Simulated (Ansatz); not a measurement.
CH3O (SMILES C[O]), charge 0, multiplicity 2, relaxed at each level with Ansatz (a quantum-chemistry and plane-wave program); harmonic frequencies from differences of analytic forces, average atomic masses, frozen cores. Open shells are unrestricted.

Task: Give the equilibrium geometry, the harmonic frequencies and the zero-point energy at MP2/cc-pVTZ.

Result: 
(charge 0, multiplicity 2):
```xyz
5

C     -0.57661     0.04199     0.06519
O      0.78457    -0.07470    -0.08287
H     -0.89970    -0.06526     1.10226
H     -0.81041     1.06911    -0.24413
H     -1.13236    -0.62865    -0.59268
```
Frequencies (cm⁻¹): 806, 977, 1136, 1413, 1431, 1541, 3010, 3091, 3130. Zero-point energy 23.64 kcal/mol.

Task: Give the equilibrium geometry, the harmonic frequencies and the zero-point energy at CCSD(T)/cc-pVDZ.

Result: 
(charge 0, multiplicity 2):
```xyz
5

C     -0.570     0.040     0.065
O      0.798    -0.074    -0.085
H     -0.907    -0.067     1.119
H     -0.813     1.084    -0.249
H     -1.143    -0.639    -0.602
```
Frequencies (cm⁻¹): 799, 967, 1116, 1378, 1387, 1515, 2952, 3029, 3063. Zero-point energy 23.17 kcal/mol.
